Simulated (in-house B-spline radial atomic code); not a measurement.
RPA and G0W0 on CAM-B3LYP: Sr⁵⁺

Configuration [Ar] 3d10 4s2 4p3, highest spin, mean-field start CAM-B3LYP. Computed with an all-electron radial atomic-structure program (B-spline basis): all electrons, scalar-relativistic (spin-free one-electron X2C), finite nucleus, each spin shell either full or empty, empty states to l = 9 with an (l + 1/2)⁻⁴ tail; G0W0 by contour deformation at full frequency.

Command:
```bash
python run_gw.py task.json out
```
Settings (radii: box in bohr, nucleus in fm):
```
Z                        38
electrons                33
configuration            [Ar] 3d10 4s2 4p3
hamiltonian              x2c
method                   camb3lyp
lmax                     9
rms_radius               4.224
spin_polarised           True
box_radius               10.43
intervals                67
```

Cost of the run: 6.4 s on 1 thread of Arm Neoverse N1, with other jobs on the host.

Energies (hartree):

```json
{"term": "mean-field total", "value": "-3172.61133"}
{"term": "Hartree-Fock functional on these orbitals", "value": "-3170.67647"}
{"term": "direct second order", "value": "-2.7285"}
{"term": "second-order exchange", "value": "0.79908"}
{"term": "SOSEX correction", "value": "0.74737"}
```

What is the RPA correlation energy, and what remains with SOSEX?

RPA gives -2.4323 hartree (-2.01 eV per electron); RPA + SOSEX gives -1.6849, and the second-order doubles -1.9295 hartree (no singles). SOSEX takes back 31 % of the RPA value.

Quasi-particle levels (eV):

```tsv
level	occupied	mean field	Σx - vxc	Σc	QP weight	G0W0
4p up	yes	-84.98	-4.14	?	?	?
4s down	yes	-100.93	-1.10	-2.78	0.965	-104.81
3d down	yes	-200.60	-16.45	4.94	0.863	-212.11
4p down	no	-74.22	6.24	-2.71	0.964	-70.70
```

G0W0 = mean field + (Σx - vxc) + Σc, with Σc (partial-wave tail included) taken at the quasi-particle energy. Only the outer levels were computed. Levels of low weight are left out.

Where does G0W0 put 4p up?

At -89.70 eV, with Σc = -0.58 eV and a quasi-particle weight of 0.965. The tabulated removal energy is 88 ± 2 eV (NIST, tabulated theory); the calculation leaves out spin-orbit coupling, Breit and QED terms, and what these don't explain is the method's own error.
